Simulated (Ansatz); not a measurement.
F₂GeH₆Si₂ (`[F][Ge]([F])([SiH3])[SiH3]`), relaxed with RKS PBE-D4/def2-SVP in Ansatz 0.2.0 from a rough embedded geometry. The force threshold is 0.03 eV/Å; the program also tests the step.

Total charge 0; spin multiplicity 1.

Start:

```xyz
11

F    -0.178   -2.448    0.350
Ge    0.179   -0.845   -0.378
F     0.880   -1.095   -1.950
Si    1.604    0.343    0.884
Si   -1.799    0.351   -0.552
H     1.934    1.664    0.278
H     1.070    0.566    2.233
H     2.885   -0.399    1.027
H    -1.497    1.673   -1.240
H    -2.740   -0.392   -1.412
H    -2.338    0.582    0.758
```

```json
{"step": "1", "energy (eV)": "-77768.1398", "largest force (eV/Å)": "2.118", "largest move (Å)": "0.000"}
{"step": "2", "energy (eV)": "-77768.5057", "largest force (eV/Å)": "0.519", "largest move (Å)": "0.196"}
{"step": "3", "energy (eV)": "-77768.5263", "largest force (eV/Å)": "0.449", "largest move (Å)": "0.113"}
{"step": "4", "energy (eV)": "-77768.5570", "largest force (eV/Å)": "0.170", "largest move (Å)": "0.151"}
{"step": "5", "energy (eV)": "-77768.5644", "largest force (eV/Å)": "0.023", "largest move (Å)": "0.071"}
```

End:

```xyz
11

F    -0.165   -2.291    0.364
Ge    0.137   -0.690   -0.319
F     0.826   -1.042   -1.907
Si    1.866    0.335    0.999
Si   -2.001    0.345   -0.683
H     2.212    1.661    0.378
H     1.336    0.554    2.389
H     3.069   -0.561    1.029
H    -1.778    1.668   -1.364
H    -2.849   -0.551   -1.538
H    -2.653    0.571    0.653
```

It took 11 s on 4 threads of an Intel Xeon Platinum 8259CL on a shared host, with 0.21 GiB of host memory at the peak.
